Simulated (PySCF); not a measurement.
Labels have come off several samples. The candidates:

A. SMILES C/C=C1\C[C@H]1O
B. SMILES CN1C=CC(OC)=N1
C. `InChI=1S/C5H8O/c1-6-5-3-2-4-5/h2-3,5H,4H2,1H3/t5-/m1/s1`
D. SMILES COCc1c[nH]cn1

Spectrum 1. ¹H NMR (300 MHz, computed): δ 6.47 (m, 1H), 6.34 (m, 1H), 4.24 (m, 1H), 3.44 (s, 3H), 2.64 (m, 1H), 2.46 (m, 1H). ¹³C{¹H} NMR (computed): δ 147.7 (CH), 146.6 (CH), 81.0 (CH), 58.2 (CH3), 40.0 (CH2).

Spectrum 2. ¹H NMR (300 MHz, computed): δ 7.14 (m, 1H), 5.85 (m, 1H), 3.99 (s, 3H), 3.88 (s, 3H). ¹³C{¹H} NMR (computed): δ 169.0 (C), 133.3 (CH), 98.5 (CH), 56.9 (CH3), 39.2 (CH3).

Spectrum 3. ¹H NMR (300 MHz, computed): δ 8.57 (br s, 1H), 7.30 (m, 1H), 7.12 (m, 1H), 4.71 (s, 2H), 3.25 (s, 3H). ¹³C{¹H} NMR (computed): δ 147.2 (C), 134.8 (CH), 119.3 (CH), 72.5 (CH2), 58.0 (CH3).

Spectrum 4. ¹H NMR (300 MHz, computed): δ 6.60 (q, 1H), 3.90 (m, 1H), 2.01 (d, 3H), 1.28 (m, 1H), 0.79 (m, 1H), -0.52 (br s, 1H). ¹³C{¹H} NMR (computed): δ 133.8 (C), 127.1 (CH), 52.7 (CH), 20.9 (CH3), 13.7 (CH2).

One averaged value for each set of equivalent atoms, non-relativistic, one computed conformer, isolated molecule. GIAO PBE0/pcSseg-1 shieldings; GFN2-xTB geometry; PySCF 2.14.

Scale: ¹H (σ = 31.72 ppm), ¹³C (σ = 186.93 ppm) against TMS (reference shieldings calculated alike). Where no couplings were computed, multiplicities follow the n + 1 count of equivalent neighbours, and m marks all less simple cases (inequivalent or close neighbours, rings, F or P nearby). Shifts are as computed. Against solution values, carbons near 30 ppm lie about +3 ppm off and those near 130 ppm about +5 ppm (rms about the fit 2.1 ppm; single classes can miss by 10 ppm). Of 1328 compounds with measured shifts, 309 miss one by over three times the rms of a fit or turn the order of signals round; such compounds aren't used in these exercises. Signals without a measured value on file couldn't be tested in this way; 1H shifts scatter by 0.2 ppm about their fit, and single ones miss by 0.5 ppm. OH and NH positions are gas-phase values without hydrogen bonding to other molecules.

Question: Which spectrum belongs to which compound?

Answer: 1–C, 2–B, 3–D, 4–A.

- Spectrum 1 (C): 5 ¹³C signals; δC 147.7 is an alkene CH; δC 146.6 is an alkene CH.
- Spectrum 2 (B): 5 ¹³C signals; δC 169.0 is an aromatic carbon bearing oxygen; δC 98.5 is an aromatic CH.
- Spectrum 3 (D): 5 ¹³C signals; δC 72.5 is an sp3 CH2 bonded to O, on an aromatic ring; δC 58.0 is a methyl carbon bonded to O.
- Spectrum 4 (A): 5 ¹³C signals; δC 133.8 is a fully substituted alkene carbon; δC 127.1 is an alkene CH.
